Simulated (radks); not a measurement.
Results of a calculation; reference values are marked as such.
Question: Hf50+, configuration [Ar] 3d4 (the NIST ground configuration). Code: a radial shooting solver on a logarithmic mesh with Libxc functionals. Model: scalar-relativistic Kohn-Sham, BLYP, spin-polarised, spherical densities, finite nucleus; open shells are filled with parallel spins first (spin-orbit coupling, left out, can overturn this in heavy ions); Fermi nuclear charge, rms radius 5.347 fm. Some entries of the table are withheld. Estimate them.

| orbital | occ. | eigenvalue (eV) | <r> (bohr) | <1/r> (bohr^-1) |
|---|---|---|---|---|
| 1s up | 1 | -68431.70 | 0.01899 | 83.79 |
| 1s down | 1 | -68431.44 | 0.01899 | 83.79 |
| 2s up | 1 | -14258.98 | 0.07995 | 19.67 |
| 2s down | 1 | -14238.99 | 0.07988 | 19.69 |
| 2p up | 3 | -12913.24 | 0.07126 | 17.94 |
| 2p down | 3 | -12897.45 | 0.07118 | 17.96 |
| 3s up | 1 | -5301.558 | 0.1984 | 7.693 |
| 3s down | 1 | -5279.146 | 0.1988 | 7.670 |
| 3p up | 3 | -4899.012 | 0.1958 | 7.177 |
| 3p down | 3 | -4876.171 | 0.1962 | 7.153 |
| 3d up | 4 | (1) | 0.1742 | 6.801 |
| 3d down | 0 | (2) | 0.1747 | 6.786 |
| 4s up | 0 | -2718.630 | 0.3836 | 3.911 |
| 4s down | 0 | -2710.383 | 0.3848 | 3.896 |
| 4p up | 0 | -2559.805 | 0.3888 | 3.698 |
| 4p down | 0 | -2551.712 | 0.3902 | 3.684 |

Answer: 
(1) 3d up eigenvalue (eV): -4485.779
(2) 3d down eigenvalue (eV): -4456.965
